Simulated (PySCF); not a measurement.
**Hg⁺ (mercury, charge +1) across methods**

[Xe] 4f14 5d9 6s1 6p1, one real determinant (an excited configuration). Computed with PySCF 2.14 in aug-cc-pwCVDZ-PP with ECP60MDF, with a scalar-relativistic core potential. The B2PLYP total includes its PT2 part (frozen core); its orbital energies are those of the SCF part.

```
 method  E (hartree)  mean ε 5d β (eV)  mean ε 6s α (eV)  mean ε 6p α (eV)  Σ⟨r²⟩ (bohr²)   ⟨S²⟩
    UHF   -151.85616           -29.145           -21.377           -13.141          48.77  3.753
r2SCANh    -152.7573           -23.506           -18.478           -10.482          48.21  3.752
   PBE0    -152.7109           -24.367           -18.779           -10.788          48.47  3.751
   BLYP    -152.6861           -22.330           -17.429            -9.630          48.80  3.750
  HSE06    -152.7079           -23.955           -18.349           -10.377          48.55  3.751
 r2SCAN    -152.7768           -22.766           -18.048           -10.138          48.22  3.752
 B2PLYP    -152.5060           -26.155           -19.670           -11.528          48.64  3.751
    PBE    -152.7371           -22.433           -17.643            -9.856          48.66  3.751
    LDA    -152.4602           -22.567           -17.943            -9.951          48.67  3.750
```

⟨L²⟩ = 8.04 against 12 for a pure F term, so this real determinant mixes terms. Energies and moments cover only the electrons outside the core potential. Spin-orbit coupling, absent here, splits the open shell strongly.
